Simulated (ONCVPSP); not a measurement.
## iron: ONCV pseudisation with PBEsol, scalar-relativistic reference atom.

ONCVPSP 4.0.1 was run on this input:

```
# ATOM AND REFERENCE CONFIGURATION
# atsym  z   nc   nv     iexc    psfile
  Fe 26.00    3    4  -116133      upf
#
#   n    l    f
    1    0    2.00
    2    0    2.00
    2    1    6.00
    3    0    2.00
    3    1    6.00
    3    2    7.00
    4    0    1.00
#
# PSEUDOPOTENTIAL AND OPTIMIZATION
# lmax
    2
#
#   l,   rc,      ep,       ncon, nbas, qcut
    0    1.45    0.00    5    9    6.70
    1    1.05    0.00    5    9   15.00
    2    1.20    0.00    4    9   12.40
#
# LOCAL POTENTIAL
# lloc, lpopt,  rc(5),   dvloc0
    4    5    0.85   -1.00
#
# VANDERBILT-KLEINMAN-BYLANDER PROJECTORs
# l, nproj, debl
    0    2    4.00
    1    1    1.30
    2    1    0.40
#
# MODEL CORE CHARGE
# icmod, fcfact, rcfact
    3    4.00    1.35
#
# LOG DERIVATIVE ANALYSIS
# epsh1, epsh2, depsh
   -5.00    5.00    0.04
#
# OUTPUT GRID
# rlmax, drl
    6.00    0.01
#
# TEST CONFIGURATIONS
# ncnf
    4
# nvcnf
#   n    l    f
    4
    3    0    2.00
    3    1    6.00
    3    2    6.00
    4    0    2.00
#
    4
    3    0    2.00
    3    1    6.00
    3    2    6.00
    4    0    1.00
#
    4
    3    0    2.00
    3    1    6.00
    3    2    6.00
    4    0    0.00
#
    5
    3    0    2.00
    3    1    6.00
    3    2    5.00
    4    0    2.00
    4    1    1.00
#
```

Command:

```bash
oncvpsp.x < Fe.dat > Fe.out
```

Resulting log (shortened: citation, most of the input echo, consistency checks and plot data are left out):

```
ONCVPSP  (Optimized Norm-Conservinng Vanderbilt PSeudopotential)
scalar-relativistic version 4.0.1

#   n    l    f        energy (Ha)
    1    0    2.00    -2.5677589E+02
    2    0    2.00    -2.9906205E+01
    2    1    6.00    -2.5467261E+01
    3    0    2.00    -3.2790401E+00
    3    1    6.00    -2.0404308E+00
    3    2    7.00    -1.4088047E-01
    4    0    1.00    -1.5659399E-01

Reference configufation results
  iterations    34
  all-electron total energy (Ha)   -1.27129200D+03

Begin loop to  construct optimized pseudo wave functions
and semi-local pseudopoentials for all angular momenta

Calculating optimized projector #   1

 for l=   0

    Fraction of norm inside rc  0.963255
    Optimizing pswf for qcut=   6.71 a_B^-1,  ecut=  22.48 Ha
    Residual kinetic energy error=  3.41D-04 Ha

    Energy error per electron        Cutoff
         Ha          eV             Ha
         0.01000     0.27211        8.80
         0.00100     0.02721       17.43
         0.00010     0.00272       69.77
         0.00001     0.00027      108.23

Calculating optimized projector #   2

 for l=   0

    Fraction of norm inside rc  0.043337
    Optimizing pswf for qcut=   6.71 a_B^-1,  ecut=  22.48 Ha
    Residual kinetic energy error=  1.47D-04 Ha

    Energy error per electron        Cutoff
         Ha          eV             Ha
         0.01000     0.27211        6.41
         0.00100     0.02721        9.94
         0.00010     0.00272       24.18
         0.00001     0.00027      101.05

Calculating optimized projector #   1

 for l=   1

    Fraction of norm inside rc  0.743114
    Optimizing pswf for qcut=  14.99 a_B^-1,  ecut= 112.31 Ha
    Residual kinetic energy error=  3.99D-07 Ha

    Energy error per electron        Cutoff
         Ha          eV             Ha
         0.01000     0.27211       28.30
         0.00100     0.02721       67.66
         0.00010     0.00272       84.76
         0.00001     0.00027       96.90

Calculating optimized projector #   1

 for l=   2

    Fraction of norm inside rc  0.587014
    Optimizing pswf for qcut=  12.41 a_B^-1,  ecut=  76.97 Ha
    Residual kinetic energy error=  1.84D-05 Ha

    Energy error per electron        Cutoff
         Ha          eV             Ha
         0.01000     0.27211       51.18
         0.00100     0.02721       61.32
         0.00010     0.00272       69.41
         0.00001     0.00027      159.40

Construct Vanderbilt / Kleinmman-Bylander projectors

B matrix Hermiticity error, ll=   0
   1   2    2.6166E-04

  Orthonormal projector coefficients  1.3782E+01  2.3389E+00

Model core correction analysis
  based on d2Exc/dn_idn_j

d2excae - all-electron derivatives

   -4.150216D-02   -3.840866D-02   -2.558290D-02   -1.668773D-03
   -3.840889D-02   -3.668557D-02   -2.535348D-02   -2.066036D-03
   -2.558335D-02   -2.535374D-02   -2.291475D-02   -8.879633D-03
   -1.668673D-03   -2.065756D-03   -8.874800D-03   -3.578841D-02

d2excps - pseudofunction derivatives with no core correction

   -5.142446D-02   -3.972542D-02   -2.747774D-02   -2.370940D-03
   -3.972641D-02   -3.855324D-02   -2.819633D-02   -2.117911D-03
   -2.747817D-02   -2.819660D-02   -2.442113D-02   -8.910075D-03
   -2.371579D-03   -2.117629D-03   -8.905245D-03   -3.582941D-02

rms 2nd derivative error    2.872496E-03

rmatch, rhocmatch    0.4144   42.3279

Teter function model core charge with specified parameters

d2excps - pseudofunction derivatives with core correction

   -3.925375D-02   -3.637389D-02   -2.587978D-02   -1.661617D-03
   -3.637383D-02   -3.677818D-02   -2.717682D-02   -1.933509D-03
   -2.587998D-02   -2.717706D-02   -2.380494D-02   -8.824443D-03
   -1.661499D-03   -1.933220D-03   -8.819611D-03   -3.578800D-02

rms 2nd derivative error    1.145770E-03

Pseudoatom total energy -123.391419

Diagnostic tests using Vanderbilt-Kleinman-Bylander pseudopotentials
  1 or more projectors used as specified by nproj input data

   l    rcore       rmatch      e in        delta e   norm test  slope test

   0   1.4554740   1.4996653  -3.2790401   0.0000039   1.0001798   1.0001623
   0   1.4554740   1.4996653  -0.1565940   0.0000028   1.0000307   1.0000244

   1   1.0536915   1.0856839  -2.0404308  -0.0000305   0.9999920   1.0000231

   2   1.2019020   1.2383944  -0.1408805   0.0000002   1.0000016   1.0000030

 Testing for bound ghosts
   n   l    E NL Schr. Eq   E Basis Diag.   E Cutoff

   1   0       -3.279036       -3.279035    165.60
   2   0       -0.156591       -0.047303    165.60

   2   1       -2.040461       -2.039658    272.60

   3   2       -0.140880       -0.122315    238.22

 Testing for highly-localized positive-energy ghosts
       l    <radius>/rc     E Basis Diag.   E Cutoff

Test configuration 0

   n   l     f        eae           eps        diff
   1   0  2.0000 -256.77588931
   2   0  2.0000  -29.90620544
   2   1  6.0000  -25.46726087
   3   0  2.0000   -3.27904013   -3.27903622    3.91D-06
   3   1  6.0000   -2.04043079   -2.04046131   -3.05D-05
   3   2  7.0000   -0.14088047   -0.14088025    2.13D-07
   4   0  1.0000   -0.15659399   -0.15659117    2.83D-06

    Total energies and differences
      AE_ref= -1.27129200D+03  AE_tst= -1.27129200D+03  dif=  0.00D+00
      PS_ref= -1.23391419D+02  PS_tst= -1.23391419D+02  dif= -1.56D-13
      PSP excitation error=  1.56D-13

Test configuration 1

   n   l     f        eae           eps        diff
   1   0  2.0000 -256.93999139
   2   0  2.0000  -30.09185367
   2   1  6.0000  -25.65082166
   3   0  2.0000   -3.44584960   -3.44648018   -6.31D-04
   3   1  6.0000   -2.20217663   -2.20283011   -6.53D-04
   3   2  6.0000   -0.27670153   -0.27652719    1.74D-04
   4   0  2.0000   -0.19517115   -0.19524573   -7.46D-05

    Total energies and differences
      AE_ref= -1.27129200D+03  AE_tst= -1.27126255D+03  dif=  2.94D-02
      PS_ref= -1.23391419D+02  PS_tst= -1.23362090D+02  dif=  2.93D-02
      PSP excitation error=  1.17D-04

Test configuration 2

   n   l     f        eae           eps        diff
   1   0  2.0000 -257.25570167
   2   0  2.0000  -30.40051449
   2   1  6.0000  -25.96007877
   3   0  2.0000   -3.75938055   -3.76014424   -7.64D-04
   3   1  6.0000   -2.51620227   -2.51681893   -6.17D-04
   3   2  6.0000   -0.58740719   -0.58737323    3.40D-05
   4   0  1.0000   -0.45300999   -0.45309373   -8.37D-05

    Total energies and differences
      AE_ref= -1.27129200D+03  AE_tst= -1.27094116D+03  dif=  3.51D-01
      PS_ref= -1.23391419D+02  PS_tst= -1.23040587D+02  dif=  3.51D-01
      PSP excitation error=  4.40D-06

Test configuration 3

   n   l     f        eae           eps        diff
   1   0  2.0000 -257.62357978
   2   0  2.0000  -30.75760549
   2   1  6.0000  -26.31807394
   3   0  2.0000   -4.12224129   -4.12347876   -1.24D-03
   3   1  6.0000   -2.87930493   -2.87998625   -6.81D-04
   3   2  6.0000   -0.94389686   -0.94414106   -2.44D-04

    Total energies and differences
      AE_ref= -1.27129200D+03  AE_tst= -1.27034890D+03  dif=  9.43D-01
      PS_ref= -1.23391419D+02  PS_tst= -1.22448188D+02  dif=  9.43D-01
      PSP excitation error= -1.34D-04

Test configuration 4

   n   l     f        eae           eps        diff
   1   0  2.0000 -257.22733604
   2   0  2.0000  -30.40775840
   2   1  6.0000  -25.96401704
   3   0  2.0000   -3.72497000   -3.72634043   -1.37D-03
   3   1  6.0000   -2.47400768   -2.47417666   -1.69D-04
   3   2  5.0000   -0.51867480   -0.51635884    2.32D-03
   4   0  2.0000   -0.27556462   -0.27537168    1.93D-04
   4   1  1.0000   -0.09632841   -0.09668300   -3.55D-04

    Total energies and differences
      AE_ref= -1.27129200D+03  AE_tst= -1.27094003D+03  dif=  3.52D-01
      PS_ref= -1.23391419D+02  PS_tst= -1.23040955D+02  dif=  3.50D-01
      PSP excitation error=  1.50D-03
```

The run took about 4.3 s on one core of a shared server CPU.
